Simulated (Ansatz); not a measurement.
Program: Ansatz. Geometries: PBE0-D4/def2-TZVP. ΔE: electronic, gas phase. CCSD(T)/CBS adds triple-zeta CCSD(T) − MP2 to the extrapolated MP2 energy (def2 sets, frozen cores). DFT in def2-TZVPP. B3LYP here is the variant with VWN-RPA as its local correlation; programs differ in this. For Ge outer-core shells are correlated without core-valence functions, which leaves a few kJ/mol of doubt a bond. Scalar relativity is left out up to krypton. One conformer a species, not always the lowest.

Consider the redistribution: `[NH2][GeH2][SiH2]F` + `OCOC[SiH3]` → `F[SiH2]OC[SiH3]` + `[NH2][GeH2][CH2]O`.

`[NH2][GeH2][SiH2]F`:

Z-matrix (Å, degrees):
```
Ge
Si 1 2.385
N 1 1.847 2 108.1
H 1 1.538 2 112.3 3 -117.0
H 1 1.553 2 108.4 3 124.1
F 2 1.604 1 110.7 3 68.0
H 2 1.486 1 110.8 3 -172.4
H 2 1.487 1 110.8 3 -51.4
H 3 1.011 1 113.8 2 62.1
H 3 1.011 1 113.6 2 -173.5
```

`OCOC[SiH3]`:

Cartesian coordinates in Å:
```
O -0.800 -1.753 1.418
C -1.270 -0.682 0.653
O -0.686 -0.615 -0.611
C 0.699 -0.278 -0.583
Si 0.980 1.597 -0.582
H -1.047 -2.568 0.971
H -2.346 -0.753 0.467
H -1.052 0.214 1.245
H 1.143 -0.699 -1.490
H 1.198 -0.764 0.263
H 2.441 1.874 -0.518
H 0.320 2.235 0.589
H 0.420 2.191 -1.823
```

`F[SiH2]OC[SiH3]`:

Z-matrix (Å, degrees):
```
Si
O 1 1.626
F 1 1.597 2 110.9
H 1 1.483 2 110.5 3 -117.3
H 1 1.474 2 106.8 3 117.9
C 2 1.425 1 124.1 3 69.2
Si 6 1.891 2 109.0 1 162.0
H 6 1.096 2 110.1 1 -77.1
H 6 1.099 2 110.9 1 41.0
H 7 1.484 6 109.9 2 59.7
H 7 1.488 6 108.5 2 179.5
H 7 1.485 6 109.7 2 -60.9
```

`[NH2][GeH2][CH2]O`:

Z-matrix (Å, degrees):
```
Ge
C 1 1.972
N 1 1.860 2 99.6
H 1 1.538 2 113.1 3 -112.7
H 1 1.544 2 114.1 3 119.7
O 2 1.409 1 108.1 3 33.5
H 2 1.099 1 109.7 3 -88.7
H 2 1.092 1 111.2 3 152.7
H 3 1.011 1 114.7 2 97.4
H 3 1.010 1 114.5 2 -136.7
H 6 0.971 2 106.7 1 -31.8
```

| level | ΔE (kJ/mol) |
| --- | --- |
| B3LYP-D4 | -126.5 |
| ωB97X-V | -124.0 |
| B3LYP | -125.4 |
| SCS-MP2/def2-QZVPP | -141.3 |

Task: What does CCSD(T)/CBS give? (Best estimate.)

Result: Ansatz gave: -134.0 kJ/mol. The listed levels differ from it by 7.5, 10.0, 8.6, -7.3 kJ/mol.

Largest T1 diagnostic among the species: 0.012.

From PBE to PBE0 (25 % exact exchange), in def2-TZVPP and without D4, ΔE moves by −5.3 kJ/mol.
